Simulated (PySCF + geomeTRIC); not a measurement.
Level of theory: TPSS-D3(BJ)/def2-SVP run with PySCF + geomeTRIC. fastk is a local helper that only speeds up exchange builds. No frequencies were computed at this level.

```python
import json, numpy as np
from pyscf import gto, dft
from fastk import lowrank_exchange
atoms = """
W     -0.079249    -0.029595    -0.020995
F     -1.609279     0.527748     0.881022
F     -0.792443    -1.742988    -0.165615
F      1.505413    -0.627489    -0.792890
F      0.689019     1.643299     0.253776
F      0.609267    -0.532297     1.607496
O     -0.760008     0.465349    -1.627388
H     -1.133187     0.722071    -2.478495
"""
def scf(charge, spin, dm0=None):
    mol = gto.M(atom=atoms, basis='def2-svp', ecp={'W': 'def2-svp'}, charge=charge, spin=spin, verbose=3, max_memory=10080)
    mf = dft.KS(mol, xc='tpss').density_fit(auxbasis="def2-universal-jkfit")
    mf.disp = 'd3bj'
    mf.grids.level = 3
    mf.conv_tol = 1e-8
    mf.max_cycle = 120
    mf.level_shift = 0.25
    mf.kernel(dm0)
    if not mf.converged:
        mf = mf.newton().run(mf.mo_coeff, mf.mo_occ).undo_soscf()
    return mf
mf = scf(0, 0)
from pyscf.geomopt.geometric_solver import kernel as optimize
path = []
done, mol = optimize(mf, maxsteps=120, assert_convergence=False, callback=lambda env: path.append((env["energy"], bool(env["g_scanner"].converged))))
res = dict(converged=bool(done and path[-1][1]), energy=path[-1][0], path=[e for e, c in path], xyz=mol.atom_coords(unit="Angstrom").tolist(), nao=mol.nao)
json.dump(res, open("result.json", "w"))
```

Output:

```
converged SCF energy = -642.036109522809
Geometry optimization cycle 1
converged SCF energy = -642.03610952351
cycle 1: E = -642.036109524  dE = -642.036  norm(grad) = 0.0330465
Geometry optimization cycle 2
converged SCF energy = -642.036709003207
cycle 2: E = -642.036709003  dE = -0.00059948  norm(grad) = 0.024772
Geometry optimization cycle 3
converged SCF energy = -642.037516788193
cycle 3: E = -642.037516788  dE = -0.000807785  norm(grad) = 0.00262378
Geometry optimization cycle 4
converged SCF energy = -642.037377547678
cycle 4: E = -642.037377548  dE = 0.000139241  norm(grad) = 0.00497158
Geometry optimization cycle 5
converged SCF energy = -642.037510045671
cycle 5: E = -642.037510046  dE = -0.000132498  norm(grad) = 0.00180319
Geometry optimization cycle 6
converged SCF energy = -642.037533422726
cycle 6: E = -642.037533423  dE = -2.33771e-05  norm(grad) = 0.000467863
Geometry optimization cycle 7
converged SCF energy = -642.037528462389
cycle 7: E = -642.037528462  dE = 4.96034e-06  norm(grad) = 0.000903751
Geometry optimization cycle 8
converged SCF energy = -642.037534053599
cycle 8: E = -642.037534054  dE = -5.59121e-06  norm(grad) = 0.00032694
Geometry optimization cycle 9
converged SCF energy = -642.037534768722
cycle 9: E = -642.037534769  dE = -7.15123e-07  norm(grad) = 0.000147571
<class 'geometric.internal.Distance'> : 7
<class 'geometric.internal.Angle'> : 3
<class 'geometric.internal.LinearAngle'> : 8
<class 'geometric.internal.OutOfPlane'> : 12
<class 'geometric.internal.TranslationX'> : 1
<class 'geometric.internal.TranslationY'> : 1
<class 'geometric.internal.TranslationZ'> : 1
<class 'geometric.internal.RotationA'> : 1
<class 'geometric.internal.RotationB'> : 1
<class 'geometric.internal.RotationC'> : 1
Step    0 : Gradient = 1.168e-02/2.162e-02 (rms/max) Energy = -642.0361095235
Step    1 : Displace = 3.333e-02/5.492e-02 (rms/max) Trust = 1.000e-01 (=) Grad = 8.758e-03/1.689e-02 (rms/max) E (change) = -642.0367090032 (-5.995e-04) Quality = 0.230
Step    2 : Displace = 1.424e-02/2.030e-02 (rms/max) Trust = 1.666e-02 (-) Grad = 9.276e-04/1.811e-03 (rms/max) E (change) = -642.0375167882 (-8.078e-04) Quality = 1.068
Step    3 : Displace = 1.709e-02/2.935e-02 (rms/max) Trust = 2.357e-02 (+) Grad = 1.758e-03/2.293e-03 (rms/max) E (change) = -642.0373775477 (+1.392e-04) Quality = -2.196
Step    4 : Displace = 8.901e-03/1.499e-02 (rms/max) Trust = 8.544e-03 (x) Grad = 6.375e-04/8.924e-04 (rms/max) E (change) = -642.0375100457 (+6.743e-06) Quality = -0.140
Step    5 : Displace = 4.339e-03/7.001e-03 (rms/max) Trust = 4.272e-03 (-) Grad = 1.654e-04/2.632e-04 (rms/max) E (change) = -642.0375334227 (-2.338e-05) Quality = 0.959
Step    6 : Displace = 3.646e-03/5.688e-03 (rms/max) Trust = 6.041e-03 (+) Grad = 3.195e-04/5.055e-04 (rms/max) E (change) = -642.0375284624 (+4.960e-06) Quality = -1.265
Step    7 : Displace = 1.838e-03/2.920e-03 (rms/max) Trust = 1.823e-03 (x) Grad = 1.156e-04/1.987e-04 (rms/max) E (change) = -642.0375340536 (-6.309e-07) Quality = 0.232
Step    8 : Displace = 9.290e-04/1.544e-03 (rms/max) Trust = 9.115e-04 (-) Grad = 5.217e-05/8.466e-05 (rms/max) E (change) = -642.0375347687 (-7.151e-07) Quality = 0.648
Converged! =D
```

Cost: about 5 core-minutes (a rough figure).
